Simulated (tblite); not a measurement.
Run record: tight-binding relaxation, `CC(C)CC[O][GeH]([F])[F]`.

Computed with GFN2-xTB geometry optimisation, gas phase (tblite 0.8.0). Start geometry: from a force field or distance geometry. A driver script takes a list of jobs; this job's settings line and coordinates (Å) are shown.

Command:
```bash
OMP_NUM_THREADS=1 python probes_run.py task.json out
```

Input:
```
{"job": {"kind": "relax", "xc": "GFN2-xTB", "basis": "xTB"}, "charge": 0, "multiplicity": 1}
C     -1.441700     1.068500    -0.427300
C     -1.173600    -0.426400    -0.331900
C     -2.509900    -1.119900    -0.244000
C     -0.297000    -0.693700     0.867300
C      1.027300    -0.000800     0.823600
O      1.815600    -0.328700    -0.263600
Ge     3.342400     0.641300    -0.111300
F      3.340600     1.952700    -1.293000
F      4.663900    -0.449400    -0.490500
H     -2.444200     1.162700    -0.891100
H     -1.513700     1.441100     0.623100
H     -0.619100     1.504900    -0.984900
H     -0.702900    -0.726800    -1.265300
H     -2.664400    -1.660700     0.688100
H     -3.306800    -0.315400    -0.385000
H     -2.675700    -1.835400    -1.069100
H     -0.785700    -0.409300     1.828300
H     -0.125400    -1.806000     0.919300
H      0.954500     1.114100     0.879100
H      1.589200    -0.297100     1.735200
H      3.517800     1.201200     1.333400
```

Output:
```
step      E/eV     max force
  0    -880.52308    1.963
  1    -880.75793    0.967
  2    -880.86953    0.733
  3    -880.96106    0.708
  4    -881.03157    0.824
  5    -881.06956    0.526
  6    -881.09360    0.385
  7    -881.11712    0.414
  8    -881.14183    0.328
  9    -881.16213    0.253
... (129 lines left out)
139    -881.71966    0.016
140    -881.71972    0.014
141    -881.71980    0.017
142    -881.71989    0.022
143    -881.71997    0.017
144    -881.72002    0.010
145    -881.72005    0.012
146    -881.72009    0.012
147    -881.72012    0.010
148    -881.72014    0.009
```

«max force» is the largest atomic force in eV/Å.

Task: From which step on does the largest force stay under 0.1 eV/Å, and how much energy is left to gain from there?

Result: From step 117 (0.081 eV/Å), 8.8 meV above the end.

Summary of the converged run: energy lowered by 27.6 kcal/mol over 148 steps; largest atomic force 0.009 eV/Å at the end.

Task: Where do the atoms end?

Result: 1.155 Å rms from the input after alignment:
```
atom  x, y, z in Å
C1    -1.3968    1.2011   -0.2351
C2    -0.8003   -0.2037   -0.2369
C3    -1.8365   -1.2145   -0.7228
C4    -0.2975   -0.6151    1.1510
C5     0.8853    0.1984    1.6648
O6     2.1122   -0.0906    0.9922
Ge7    2.7903    0.3183   -0.5089
F8     2.1346    1.7969   -1.1303
F9     2.3815   -0.8145   -1.7521
H10   -1.8155    1.4277   -1.2124
H11   -2.1897    1.2799    0.5067
H12   -0.6399    1.9512   -0.0190
H13    0.0446   -0.2189   -0.9382
H14   -2.6964   -1.2242   -0.0554
H15   -2.1798   -0.9571   -1.7213
H16   -1.4133   -2.2155   -0.7562
H17   -1.1088   -0.5107    1.8753
H18    0.0039   -1.6646    1.1258
H19    0.6719    1.2686    1.6034
H20    1.0806   -0.0603    2.7106
H21    4.2608    0.3643   -0.4006
```

Task: How long does this job take on one thread, Arm Neoverse N1 (aarch64), no GPU, shared host with 64 logical CPUs at a one-minute load of 61?

Result: About 2.1 s.
Labels such as C1 count atoms from 1, the log's own numbers from 0.
